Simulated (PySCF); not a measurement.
**Vertical excitation energies**

Species: C3H7FOSi.
SMILES: `CO[C@@]1(F)C[SiH2]1`

Level of theory: PySCF, TDDFT CAM-B3LYP/def2-SVPD, vertical, gas phase, core orbitals frozen in the response. Geometry: PBE0-D3(BJ)/def2-SVP, one conformer, isolated molecule. Torsions of this conformer, `[CH3:1][O:2][C@@:3]1([F:4])[CH2:5][SiH2:6]1`: C1–O2–C3–F4 -67°.

```
state  E (eV)  E (hartree)       f  |μ| (D)     main configurations (H = HOMO, L = LUMO)
   S1    6.25       0.2298   0.141     2.44                                    H→L (91%)
   S2    6.74       0.2476  0.0049     0.44        H→L+1 (45%), H→L+4 (35%), H→L+5 (12%)
   S3    6.85       0.2517  0.0017     0.25        H→L+3 (44%), H→L+1 (30%), H→L+4 (13%)
   S4    7.01       0.2578   0.051     1.38                      H-1→L (71%), H→L+4 (9%)
   S5    7.20       0.2645   0.051     1.37                     H→L+2 (73%), H→L+3 (11%)
   S6    7.49       0.2752   0.023     0.90        H→L+4 (32%), H→L+3 (22%), H→L+1 (14%)
   S7    7.79       0.2861  0.0038     0.36                 H-1→L+1 (46%), H-1→L+4 (21%)
   S8    7.90       0.2902  0.0040     0.37  H-1→L+3 (30%), H-1→L+4 (28%), H-1→L+1 (23%)
   S9    7.95       0.2923   0.025     0.91        H→L+5 (57%), H→L+6 (12%), H→L+2 (10%)
  S10    8.10       0.2977  0.0027     0.29                                  H-2→L (78%)
```

Triplets, Tamm–Dancoff:

```csv
state,E (eV),λ (nm),"main configurations (H = HOMO, L = LUMO)"
T1,4.95,250.3,H→L (83%)
T2,6.19,200.2,"H→L+4 (52%), H→L+5 (16%), H→L+3 (11%)"
T3,6.28,197.5,"H-1→L (53%), H→L+2 (9%), H-2→L (8%)"
T4,6.63,187.0,"H→L+1 (50%), H→L+3 (34%)"
```

The lowest singlet comes at 198 nm (603 kJ/mol) in the vacuum ultraviolet; it is of moderate strength; its leading configuration is HOMO→LUMO (91%). The lowest level is also the most intense of those listed (f = 0.141). Löwdin shares by element: HOMO carbon 43% or more, silicon 24%, fluorine 11% (atoms not listed hold the other 22%); LUMO silicon 38%, hydrogen 22% or more, carbon 14% or more (atoms not listed hold the other 26%). Of the 10 states listed, 5 reach f = 0.01 and none stays under 0.0005. Weighted by f, the mean energy of these states is 6.83 eV. Orbital energies (eV): HOMO-3 -11.45, HOMO-2 -10.21, HOMO-1 -9.43, HOMO -8.42, LUMO 0.79, LUMO+1 1.39, LUMO+2 1.53. No computed singlet lies in the visible range (380 to 750 nm); the lowest, at 198 nm, stands 2.99 eV above its violet end (3.26 eV). The vertical ionisation energy (ΔSCF) is 9.22 eV, 1.12 eV above S10. The window holds the lowest 10 singlets.

Hardware: one thread, Arm Neoverse N1 (aarch64), on a shared host. Cost: 2.6 min wall, 1.0 GiB resident at most.

Without π bonds the low states are Rydberg-like; a valence basis with one diffuse set may place them up to an eV too high.
